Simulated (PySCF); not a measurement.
C4H9Cl, charge +1, doublet, geometry from GFN2-xTB (a state made from the parent by changing its charge; the spin is typed, not shown lowest); DF-SVWN5/def2-SV(P) (PySCF).

Here is a job for PySCF.
```python
from pyscf import gto, scf, dft

mol = gto.Mole()
mol.atom = '''
    C    -0.358037    1.429191   -0.663454
    C    -0.012412   -0.074501   -0.331390
    C     1.313571   -0.408228   -0.972574
    C    -1.177419   -0.934075   -0.761056
    Cl    0.127685   -0.021096    1.451272
    H    -0.461406    1.483310   -1.746262
    H    -1.290776    1.725600   -0.192537
    H     0.439928    2.090951   -0.339497
    H     2.113531    0.259249   -0.655723
    H     1.620463   -1.419981   -0.697755
    H     1.228264   -0.357292   -2.055882
    H    -1.295876   -0.890136   -1.841550
    H    -2.115399   -0.633475   -0.296632
    H    -1.003590   -1.973917   -0.474938
'''
mol.basis = 'def2-sv(p)'
mol.charge = 1
mol.spin = 1
mol.verbose = 4
mol.build()

mf = dft.UKS(mol)
mf.xc = 'lda,vwn'
mf.DIIS = scf.ADIIS
mf = mf.density_fit(auxbasis='def2-universal-jkfit')
mf.kernel()
```

Output, abridged:

```
PySCF version 2.14.0

[INPUT] verbose = 4
[INPUT] num. atoms = 14
[INPUT] num. electrons = 49
[INPUT] charge = 1
[INPUT] spin (= nelec alpha-beta = 2S) = 1
[INPUT] symmetry False subgroup None
[INPUT] Mole.unit = angstrom
[INPUT] Symbol           X                Y                Z      unit          X                Y                Z       unit  Magmom
[INPUT]  1 C     -0.358037000000   1.429191000000  -0.663454000000 AA   -0.676591872461   2.700779569693  -1.253746356247 Bohr   0.0
[INPUT]  2 C     -0.012412000000  -0.074501000000  -0.331390000000 AA   -0.023455280658  -0.140786486006  -0.626236340420 Bohr   0.0
[INPUT]  3 C      1.313571000000  -0.408228000000  -0.972574000000 AA    2.482289435171  -0.771439116379  -1.837898495873 Bohr   0.0
[INPUT]  4 C     -1.177419000000  -0.934075000000  -0.761056000000 AA   -2.224999443859  -1.765145929803  -1.438187405457 Bohr   0.0
[INPUT]  5 Cl     0.127685000000  -0.021096000000   1.451272000000 AA    0.241289680215  -0.039865662324   2.742506612250 Bohr   0.0
[INPUT]  6 H     -0.461406000000   1.483310000000  -1.746262000000 AA   -0.871930972231   2.803049657829  -3.299956921735 Bohr   0.0
[INPUT]  7 H     -1.290776000000   1.725600000000  -0.192537000000 AA   -2.439213128162   3.260911400549  -0.363842198845 Bohr   0.0
[INPUT]  8 H      0.439928000000   2.090951000000  -0.339497000000 AA    0.831343434528   3.951324729885  -0.641556350111 Bohr   0.0
[INPUT]  9 H      2.113531000000   0.259249000000  -0.655723000000 AA    3.993994745778   0.489909608067  -1.239136883578 Bohr   0.0
[INPUT] 10 H      1.620463000000  -1.419981000000  -0.697755000000 AA    3.062231264991  -2.683375192086  -1.318565852046 Bohr   0.0
[INPUT] 11 H      1.228264000000  -0.357292000000  -2.055882000000 AA    2.321082568663  -0.675184026498  -3.885053924423 Bohr   0.0
[INPUT] 12 H     -1.295876000000  -0.890136000000  -1.841550000000 AA   -2.448850731397  -1.682113253616  -3.480025144693 Bohr   0.0
[INPUT] 13 H     -2.115399000000  -0.633475000000  -0.296632000000 AA   -3.997524754179  -1.197094256759  -0.560553239782 Bohr   0.0
[INPUT] 14 H     -1.003590000000  -1.973917000000  -0.474938000000 AA   -1.896510241352  -3.730162522623  -0.897502746149 Bohr   0.0

nuclear repulsion = 242.256418066304
number of shells = 50
number of NR pGTOs = 168
number of NR cGTOs = 92
basis = def2-sv(p)
ecp = {}

******** <class 'pyscf.df.df_jk.DFUKS'> ********
method = DFUKS
initial guess = minao
damping factor = 0
level_shift factor = 0
DIIS = <class 'pyscf.scf.diis.ADIIS'>
diis_start_cycle = 1
diis_space = 8
diis_damp = 0
SCF conv_tol = 1e-09
SCF conv_tol_grad = None
SCF max_cycles = 50
direct_scf = False
number electrons alpha = 25  beta = 24
XC library pyscf.dft.libxc version 7.1.2
    S. Lehtola, C. Steigemann, M. J. T. Oliveira, and M. A. L. Marques,  SoftwareX 7, 1–5 (2018)
XC functionals = lda,vwn
    P. A. M. Dirac,  Math. Proc. Cambridge Philos. Soc. 26, 376 (1930)
    F. Bloch,  Z. Phys. 57, 545 (1929)
    S. H. Vosko, L. Wilk, and M. Nusair,  Can. J. Phys. 58, 1200 (1980)
radial grids:
    Treutler-Ahlrichs [JCP 102, 346 (1995); DOI:10.1063/1.469408] (M4) radial grids

becke partition: Becke, JCP 88, 2547 (1988); DOI:10.1063/1.454033
pruning grids: <function nwchem_prune>
grids dens level: 3
symmetrized grids: False
atomic radii adjust function: <function treutler_atomic_radii_adjust>
small_rho_cutoff = 0
Set gradient conv threshold to 3.16228e-05
tot grids = 163624
init E= -614.871578516065

cycle= 1 E= -614.32076250675  delta_E= 0.551  |g|= 0.404  |ddm|= 2.54
cycle= 2 E= -613.987542903256  delta_E= 0.333  |g|= 0.816  |ddm|= 1.46
cycle= 3 E= -614.384184646435  delta_E= -0.397  |g|= 0.225  |ddm|= 0.907
cycle= 4 E= -614.397888322382  delta_E= -0.0137  |g|= 0.156  |ddm|= 0.492
cycle= 5 E= -614.398304469984  delta_E= -0.000416  |g|= 0.164  |ddm|= 0.434
cycle= 6 E= -614.413703068152  delta_E= -0.0154  |g|= 0.0593  |ddm|= 0.219
cycle= 7 E= -614.413024196611  delta_E= 0.000679  |g|= 0.0699  |ddm|= 0.124
cycle= 8 E= -614.415336097222  delta_E= -0.00231  |g|= 0.0157  |ddm|= 0.0629
cycle= 9 E= -614.41206571775  delta_E= 0.00327  |g|= 0.0685  |ddm|= 0.125
cycle= 10 E= -614.41501452079  delta_E= -0.00295  |g|= 0.0264  |ddm|= 0.0685
cycle= 11 E= -614.415480267535  delta_E= -0.000466  |g|= 0.00501  |ddm|= 0.0323
cycle= 12 E= -614.415476073992  delta_E= 4.19e-06  |g|= 0.00537  |ddm|= 0.013
cycle= 13 E= -614.415493923328  delta_E= -1.78e-05  |g|= 0.00136  |ddm|= 0.00913
cycle= 14 E= -614.41548775335  delta_E= 6.17e-06  |g|= 0.00312  |ddm|= 0.00767
cycle= 15 E= -614.415494872239  delta_E= -7.12e-06  |g|= 0.00077  |ddm|= 0.0041
cycle= 16 E= -614.41549514188  delta_E= -2.7e-07  |g|= 0.000486  |ddm|= 0.00208
cycle= 17 E= -614.415495135229  delta_E= 6.65e-09  |g|= 0.000533  |ddm|= 0.0015
cycle= 18 E= -614.415495299766  delta_E= -1.65e-07  |g|= 0.000195  |ddm|= 0.000659
cycle= 19 E= -614.415495302377  delta_E= -2.61e-09  |g|= 0.000191  |ddm|= 0.000508
cycle= 20 E= -614.415495316272  delta_E= -1.39e-08  |g|= 0.000105  |ddm|= 0.000255
cycle= 21 E= -614.415495307118  delta_E= 9.15e-09  |g|= 0.000153  |ddm|= 0.00038
cycle= 22 E= -614.415495323091  delta_E= -1.6e-08  |g|= 3.9e-05  |ddm|= 0.000248
cycle= 23 E= -614.415495323408  delta_E= -3.17e-10  |g|= 2.98e-05  |ddm|= 8.6e-05
Extra cycle  E= -614.415495318058  delta_E= 5.35e-09  |g|= 9.03e-05  |ddm|= 0.000183
converged SCF energy = -614.415495318058  <S^2> = 0.75060048  2S+1 = 2.0006004
```
